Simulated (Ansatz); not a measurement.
A first, cheap relaxation of `C1=N[SiH2]C1`.

```yaml
crystal:
  periodic: [false, false, false]
  atoms:
    - {symbol: C, position_ang: [0.288500, -0.965500, -0.783100]}
    - {symbol: N, position_ang: [0.637200, 0.208500, -1.263300]}
    - {symbol: Si, position_ang: [0.084400, 1.152700, 0.087900]}
    - {symbol: C, position_ang: [-0.296400, -0.549400, 0.562700]}
    - {symbol: H, position_ang: [0.296900, -1.939400, -1.239800]}
    - {symbol: H, position_ang: [-0.985500, 2.077100, -0.287100]}
    - {symbol: H, position_ang: [1.308200, 1.718300, 0.826200]}
    - {symbol: H, position_ang: [-1.401500, -0.753000, 0.626000]}
    - {symbol: H, position_ang: [0.156600, -0.995600, 1.453400]}
basis:
  gaussian: {orbitals: def2-SVP}
hamiltonian: {xc: pbe, dispersion: d4}
relax: {f_tol: 0.03, max_steps: 200}
```

```sh
$ ansatz run in.yaml --threads 2 --pin off --events-out ev --progress --plain --max-ram 4352MiB
```

Shortened log:

```
Functional definition: PBE
mean field -11507.33374129 eV, -422.8867150414 hartree, gradient 1.1e-5 eV, S^2 0.000000; 0 other end points of the search recorded, 0 dependent functions left out
relax step   1: F+E_penalty+E_count = -11507.51280117 eV  Δ(F+E_penalty+E_count) = +0.000e0 eV  max|allowed force component| = 4.352e0 eV/Å  Δτ_max = 0.0000 Å  (29 SCF iters, accepted)
mean field -11507.97342548 eV, -422.9102230020 hartree, gradient 1.2e-5 eV, S^2 0.000000; 0 other end points of the search recorded, 0 dependent functions left out
relax step   2: F+E_penalty+E_count = -11508.14870613 eV  Δ(F+E_penalty+E_count) = -6.359e-1 eV  max|allowed force component| = 1.350e0 eV/Å  Δτ_max = 0.1142 Å  (29 SCF iters, accepted)
mean field -11508.04497413 eV, -422.9128523662 hartree, gradient 9.6e-6 eV, S^2 0.000000; 0 other end points of the search recorded, 0 dependent functions left out
relax step   3: F+E_penalty+E_count = -11508.21939134 eV  Δ(F+E_penalty+E_count) = -7.069e-2 eV  max|allowed force component| = 3.972e-1 eV/Å  Δτ_max = 0.0714 Å  (29 SCF iters, accepted)
mean field -11508.05098017 eV, -422.9130730843 hartree, gradient 2.2e-5 eV, S^2 0.000000; 0 other end points of the search recorded, 0 dependent functions left out
relax step   4: F+E_penalty+E_count = -11508.22534399 eV  Δ(F+E_penalty+E_count) = -5.953e-3 eV  max|allowed force component| = 3.134e-1 eV/Å  Δτ_max = 0.0371 Å  (28 SCF iters, accepted)
mean field -11508.05626522 eV, -422.9132673063 hartree, gradient 2.5e-5 eV, S^2 0.000000; 0 other end points of the search recorded, 0 dependent functions left out
relax step   5: F+E_penalty+E_count = -11508.23065395 eV  Δ(F+E_penalty+E_count) = -5.310e-3 eV  max|allowed force component| = 8.091e-2 eV/Å  Δτ_max = 0.0371 Å  (28 SCF iters, accepted)
mean field -11508.05716704 eV, -422.9133004474 hartree, gradient 1.6e-5 eV, S^2 0.000000; 0 other end points of the search recorded, 0 dependent functions left out
relax step   6: F+E_penalty+E_count = -11508.23163640 eV  Δ(F+E_penalty+E_count) = -9.825e-4 eV  max|allowed force component| = 1.889e-2 eV/Å  Δτ_max = 0.0168 Å  (29 SCF iters, accepted)
mean field -11508.05716704 eV, -422.9133004474 hartree, gradient 2.4e-5 eV, S^2 0.000000; 1 other end points of the search recorded, 0 dependent functions left out
Total energy: -11508.23166788 eV, -422.9197132349 hartree
Atom 0 at     0.249662    -0.897910    -0.765610 Å, force    -0.006269    -0.018585     0.018886 eV/Å
Atom 1 at     0.697232     0.158135    -1.375510 Å, force     0.004213     0.007675    -0.007397 eV/Å
Atom 2 at     0.154572     1.155048     0.049113 Å, force    -0.006084     0.008986     0.004453 eV/Å
Atom 3 at    -0.369651    -0.603414     0.599390 Å, force     0.010810     0.011247    -0.018711 eV/Å
Atom 4 at     0.319305    -1.920226    -1.212533 Å, force     0.001463    -0.005278    -0.007454 eV/Å
Atom 5 at    -0.929577     2.153684    -0.248886 Å, force     0.003482     0.003647    -0.000869 eV/Å
Atom 6 at     1.263724     1.829405     0.808088 Å, force    -0.001373     0.004442     0.001224 eV/Å
Atom 7 at    -1.451016    -0.843571     0.673089 Å, force    -0.004686    -0.002457     0.007875 eV/Å
Atom 8 at     0.154149    -1.077452     1.455759 Å, force    -0.001556    -0.009676     0.001992 eV/Å
Dipole moment:    -0.209807    -0.132919     0.393784 e Å
```

Hardware: 2 threads of an Arm Neoverse V1 on a shared host. Wall time 9 s, peak host memory 0.12 GiB.
